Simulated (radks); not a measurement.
The numbers below are computed, except where a source is named.
Question: Ionisation of the tellurium ion Te+, [Kr] 4d10 5s2 5p3, to Te2+, [Kr] 4d10 5s2 5p2, under several functionals. Dirac Kohn-Sham, spin-unpolarised, spherical densities, point nucleus; open shells fill j = l - 1/2 first; a radial shooting solver on a logarithmic mesh with Libxc functionals. The NIST Atomic Spectra Database gives 18.6 eV (measured). Rank these functionals by the error of their Delta-SCF ionisation energy: PBE; HCTH/407; exchange-only LDA; AM05.

Answer: From best to worst: HCTH/407 17.594 eV (-1.006); PBE 17.451 eV (-1.149); AM05 17.440 eV (-1.160); exchange-only LDA 16.453 eV (-2.147). Spin polarisation and multiplet splitting are left out, so open shells lie too high by an amount that depends on their filling.

Beside tabulated values, note that spin-unpolarised runs miss the spin-polarisation part of the exchange energy of open shells.
